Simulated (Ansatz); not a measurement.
The same path of BH4NO + BrH (9 atoms, charge 0, multiplicity 1) was run twice with different band settings. Lost on the way: Br8–H9. Made: B1–Br8, N2–H9.

These are results of RKS PBE0/def2-SVP in Ansatz, not measurements.

Relaxed end points:

```xyz
9
Properties=species:S:1:pos:R:3
B 0.129 -0.455 0.260
N 0.010 -0.075 1.623
H -0.855 -0.216 2.129
H 0.828 -0.050 2.222
O 1.374 -0.533 -0.276
H 1.364 -0.734 -1.215
H -0.873 -0.664 -0.387
Br -0.466 3.273 1.365
H -0.242 1.836 1.426
```

```xyz
9
Properties=species:S:1:pos:R:3
B -0.046 0.226 0.232
N 0.065 0.159 1.842
H -0.829 0.383 2.278
H 0.382 -0.764 2.150
O 1.273 -0.009 -0.190
H 1.327 -0.105 -1.144
H -0.934 -0.537 -0.117
Br -0.720 2.170 -0.044
H 0.750 0.859 2.140
```

Common settings: movable images 7; climbing image yes; spring 5.0 eV/Å²; optimiser quadratic models (default); force threshold 0.05 eV/Å; iteration limit 60; end points relaxed.

| run | start path |
| --- | --- |
| 1 | through a guess of the saddle point |
| 2 | straight line |

Question: What does each run give, and how far can it be trusted?

Answer: Run 1: converged after 14 iterations, highest image 0.373 eV above the first end. A vibrational analysis at the climbing image gives one clearly imaginary mode, 357i cm⁻¹: a first-order saddle point.
Run 2: converged after 16 iterations, highest image 0.373 eV above the first end. Another band between the same ends (7 images) ends at a top of the same energy, where a vibrational analysis finds 1 clearly imaginary mode.
The orbitals stay closed-shell, which can raise the energy where a bond breaks towards radicals; this wasn't checked here.
